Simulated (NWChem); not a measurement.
# Basis-set convergence for H3NPbS

```xyz
6

Pb    -0.4075    -0.1514     0.0000
N      1.0199    -1.7270     0.0000
H      0.7751    -2.7122     0.0000
H      2.0274    -1.5985     0.0000
S      1.4331     1.6350     0.0000
H      0.5451     2.6538     0.0000
```
Charge 0, spin multiplicity 1.

The numbers come from NWChem runs, not from measurements. Structure: optimised with PBE0/def2-SVP with def2 effective core potentials on Pb, a minimum by its harmonic frequencies. It is one conformer; others weren't searched.

Quantity: dipole moment at the level PBE0.

Effective core potentials replace the inner electrons of Pb; spin-orbit coupling is left out. The structure started from a generated list of species.

Relative cost: rough, from shared machines, SCF included, def2-SVP = 1.

```json
[
 {"basis": "def2-SVP", "functions": "73", "dipole moment (D)": "…", "relative cost": "1"},
 {"basis": "def2-SVPD", "functions": "103", "dipole moment (D)": "…", "relative cost": "under 3"},
 {"basis": "def2-TZVP", "functions": "136", "dipole moment (D)": "3.05", "relative cost": "under 3"},
 {"basis": "def2-TZVPP", "functions": "165", "dipole moment (D)": "…", "relative cost": "3"},
 {"basis": "def2-TZVPD", "functions": "166", "dipole moment (D)": "3.05", "relative cost": "6"}
]
```

Question: What belongs in the gaps?

Answer: 
- def2-SVP, dipole moment (D): 2.84
- def2-SVPD, dipole moment (D): 3.09
- def2-TZVPP, dipole moment (D): 3.03
